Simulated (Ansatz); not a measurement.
Calculated with Ansatz (gas phase, PBE0-D4/def2-TZVP geometries, no zero-point term in ΔE). CBS: MP2 limit from def2 TZ/QZ plus the TZ coupled-cluster correction, frozen cores. This one scheme is used for every species. Functionals use def2-TZVPP. B3LYP here is the variant with VWN-RPA as its local correlation; programs differ in this. For Ge outer-core shells are correlated without core-valence functions, which leaves a few kJ/mol of doubt a bond. Scalar relativity is left out up to krypton. Each species was taken in one conformer, which may not be the lowest.

Consider the ligand exchange at the Si–N bond: `[Cl][GeH2][NH][SiH](Cl)Cl` + `N[SiH](O)O` → `O[SiH](O)N[SiH](Cl)Cl` + `[NH2][GeH2][Cl]`.

Is it downhill or uphill in electronic energy at CCSD(T)/CBS, and by how much? (An estimate is asked.)

Computed: Nearly level: ΔE = -0.6 kcal/mol.

What do these levels give: r2SCAN-D4, r2SCAN, PBE0, B3LYP, HF/def2-TZVPP, MP2/def2-TZVPP, CCSD(T)/def2-TZVPP, HF/def2-QZVPP, MP2/def2-QZVPP, SCS-MP2/def2-QZVPP, MP2/CBS(def2), CCSD/CBS(def2)? (An estimate is asked.)

Computed: r2SCAN-D4 -1.8, r2SCAN -1.8, PBE0 -1.5, B3LYP -1.4, HF/def2-TZVPP -1.4, MP2/def2-TZVPP -0.5, CCSD(T)/def2-TZVPP -0.7, HF/def2-QZVPP -1.4, MP2/def2-QZVPP -0.4, SCS-MP2/def2-QZVPP -0.5, MP2/CBS(def2) -0.4, CCSD/CBS(def2) -0.7 kcal/mol.

Largest T1 diagnostic among the species: 0.011.
